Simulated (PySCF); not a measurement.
**AuSBr: breathing scan**

Method: PySCF, UB3LYP, basis Au def2-SVP with ECP60, S def2-SVP, Br def2-SVP (scalar-relativistic core potentials, no spin–orbit coupling, density fitting).

Rigid scan from the triplet minimum (Au–Br 2.397 Å, Au–S 2.214 Å; Br–Au–S 180.0°). Coordinate: all bonds to the central atom scaled together. Energies in kJ/mol from the minimum.

| scale of all bonds to the centre | E (kJ/mol) | dipole size (D) | ⟨S²⟩ |
| --- | --- | --- | --- |
| 0.88 | 184.7 | 0.80 | 2.01 |
| 0.92 | 69.2 | 1.30 | 2.01 |
| 0.96 | 14.7 | 1.80 | 2.01 |
| 1.00 | 0.0 | 2.29 | 2.01 |
| 1.04 | 10.6 | 2.78 | 2.01 |
| 1.08 | 36.3 | 3.24 | 2.01 |
| 1.14 | 88.9 | 3.89 | 2.01 |
| 1.22 | 165.6 | 4.69 | 2.01 |
| 1.35 | 275.8 | 5.85 | 2.01 |

Open d and f shells are described by one determinant, and the ground state may have another occupation or spin. No spin–orbit coupling is included, which matters more the heavier the element.
